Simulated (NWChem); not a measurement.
System: BSiH$_{5}$O$_{2}$; SMILES OB(O)[SiH3]

```xyz
9

B      0.0099    -0.5693     0.0000
O      0.0008    -1.2094    -1.2018
H     -0.0165    -2.1730    -1.1549
O      0.0008    -1.2094     1.2018
H     -0.0165    -2.1730     1.1549
Si     0.0014     1.4660     0.0000
H      0.6801     2.0196     1.2138
H     -1.4079     1.9788     0.0000
H      0.6801     2.0196    -1.2138
```
Atoms are numbered in this order, from 1.

All runs: NWChem. All runs use the structure optimised with PBE0/def2-SVP.

For level B3PW91/def2-TZVP:

```
Quantity                     Result
---------------------------  ------
highest occupied level (eV)   -8.19
orbital gap (eV)               7.94
```

Q: Estimate the same quantities for level LC-BLYP (range parameter 0.33 per bohr)/def2-TZVP.

A: 
| Property | Value |
|---|---|
| highest occupied level (eV) | -10.68 |
| orbital gap (eV) | 12.24 |
